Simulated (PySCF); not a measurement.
# Vertical excitation energies

Compound: C4H12Si2.
SMILES with atom numbers: `[CH3:1][Si@@H:2]1[CH2:3][CH2:4][CH2:5][SiH2:6]1` (hydrogens: H7, H8, H9 on C1; H10 on Si2; H11, H12 on C3; H13, H14 on C4; H15, H16 on C5; H17, H18 on Si6)

Computed, not measured: TDDFT B3LYP/def2-SVPD, vertical, gas phase, core orbitals frozen in the response (PySCF 2.14.0, density-fitted response routines). The structure is a single PBE0-D3(BJ)/def2-SVP conformer in the gas phase; no vibrational or solvent corrections.

```tsv
state	E (eV)	E (hartree)	f	main configurations (H = HOMO, L = LUMO)
S1	6.08	0.2233	0.022	H→L (92%)
S2	6.24	0.2294	0.041	H→L+1 (93%)
S3	6.83	0.2511	0.012	H→L+2 (68%), H→L+3 (26%)
S4	6.99	0.2570	0.145	H→L+3 (68%), H→L+2 (26%)
S5	7.18	0.2639	0.012	H→L+4 (98%)
S6	7.27	0.2673	0.019	H-1→L (86%)
S7	7.35	0.2700	0.0097	H-1→L+1 (74%), H→L+5 (12%), H-2→L (8%)
S8	7.45	0.2739	0.020	H-2→L (79%)
S9	7.52	0.2763	0.016	H→L+5 (78%), H-1→L+1 (14%)
S10	7.59	0.2789	0.070	H-2→L+1 (86%)
```

Triplets, Tamm–Dancoff:

| state | E (eV) | λ (nm) | main configurations (H = HOMO, L = LUMO) |
| --- | --- | --- | --- |
| T1 | 5.54 | 223.8 | H→L (78%), H→L+1 (12%) |
| T2 | 5.71 | 217.1 | H→L+1 (70%), H→L (16%) |
| T3 | 6.32 | 196.1 | H→L+2 (45%), H→L+3 (42%) |
| T4 | 6.60 | 187.8 | H→L+3 (45%), H→L+2 (34%), H→L+1 (12%) |

The lowest singlet lies at 6.08 eV (204 nm, ultraviolet) and is weak; its leading configuration is HOMO→LUMO (92%). The most intense listed level is S4 at 6.99 eV (177 nm, f = 0.145), 0.92 eV above S1. Löwdin shares by element: HOMO silicon 55%, carbon 22% or more (atoms not listed hold the other 24%); LUMO silicon 38%, carbon 8% or more, hydrogen 6% or more (atoms not listed hold the other 47%). The listed states span 1.51 eV, and the widest gap between neighbours is 0.59 eV (S2 to S3). Of the 10 states listed, 9 reach f = 0.01 and none stays under 0.0005. Orbital energies (eV): HOMO-3 -8.65, HOMO-2 -8.38, HOMO-1 -8.17, HOMO -6.99, LUMO 0.00, LUMO+1 0.12, LUMO+2 0.70. The vertical ionisation energy (ΔSCF) is 8.97 eV, 1.38 eV above S10. The window holds the lowest 10 singlets.
